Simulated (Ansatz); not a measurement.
Relaxation of C2H7ClGe (11 atoms, charge 0, multiplicity 1), to a largest force component of 0.015 eV/Å in at most 40 steps.

Theory: RKS PBE/def2-mTZVP in Ansatz 0.2.0.

```xyz
11
Properties=species:S:1:pos:R:3:forces:R:3
C -0.585 1.212 0.173 -2.56 2.79 -0.22
C 0.540 0.386 -0.265 1.08 -1.27 1.36
Cl 0.015 -0.627 -1.595 -0.27 -1.51 -1.54
Ge 2.012 1.449 -0.885 0.18 2.29 0.05
H -1.517 1.028 -0.489 1.18 0.24 1.13
H -0.374 2.345 0.040 -0.36 -1.38 0.30
H -0.864 1.068 1.229 -0.04 -0.03 -0.12
H 0.891 -0.308 0.554 -0.23 0.50 -0.65
H 3.148 0.635 -1.372 0.99 -0.71 -0.39
H 2.466 2.410 0.303 -0.09 -0.41 -0.36
H 1.511 2.436 -2.034 0.12 -0.52 0.44
```

Task: Where does it end, and by what steps?

Result: It converged. After 14 steps the energy has fallen by 0.615 eV; H5 moved furthest, 0.94 Å.

```json
{"step": "0", "energy less start (eV)": "0.0000", "largest force component (eV/Å)": "2.789", "accepted": "yes"}
{"step": "1", "energy less start (eV)": "-0.3808", "largest force component (eV/Å)": "1.107", "accepted": "yes"}
{"step": "2", "energy less start (eV)": "-0.4429", "largest force component (eV/Å)": "0.235", "accepted": "yes"}
{"step": "3", "energy less start (eV)": "-0.4498", "largest force component (eV/Å)": "0.119", "accepted": "yes"}
{"step": "4", "energy less start (eV)": "-0.4538", "largest force component (eV/Å)": "0.112", "accepted": "yes"}
{"step": "5", "energy less start (eV)": "-0.4609", "largest force component (eV/Å)": "0.077", "accepted": "yes"}
{"step": "6", "energy less start (eV)": "-0.4611", "largest force component (eV/Å)": "0.781", "accepted": "yes"}
{"step": "7", "energy less start (eV)": "-0.5509", "largest force component (eV/Å)": "0.229", "accepted": "yes"}
{"step": "8", "energy less start (eV)": "-0.5972", "largest force component (eV/Å)": "0.124", "accepted": "yes"}
{"step": "9", "energy less start (eV)": "-0.5961", "largest force component (eV/Å)": "0.485", "accepted": "no"}
{"step": "10", "energy less start (eV)": "-0.6099", "largest force component (eV/Å)": "0.040", "accepted": "yes"}
{"step": "11", "energy less start (eV)": "-0.6135", "largest force component (eV/Å)": "0.091", "accepted": "yes"}
{"step": "12", "energy less start (eV)": "-0.6078", "largest force component (eV/Å)": "0.251", "accepted": "no"}
{"step": "13", "energy less start (eV)": "-0.6147", "largest force component (eV/Å)": "0.020", "accepted": "yes"}
{"step": "14", "energy less start (eV)": "-0.6148", "largest force component (eV/Å)": "0.004", "accepted": "yes"}
```

```xyz
11
Properties=species:S:1:pos:R:3
C -0.684 1.241 0.157
C 0.481 0.425 -0.372
Cl -0.014 -0.457 -1.911
Ge 2.107 1.500 -0.790
H -1.561 0.606 0.351
H -0.983 2.027 -0.550
H -0.399 1.725 1.106
H 0.747 -0.375 0.331
H 3.235 0.570 -1.292
H 2.570 2.231 0.501
H 1.743 2.543 -1.873
```

The run took 42 s on 2 threads of Arm Neoverse V1, with other jobs on the host, peak memory 0.16 GiB.
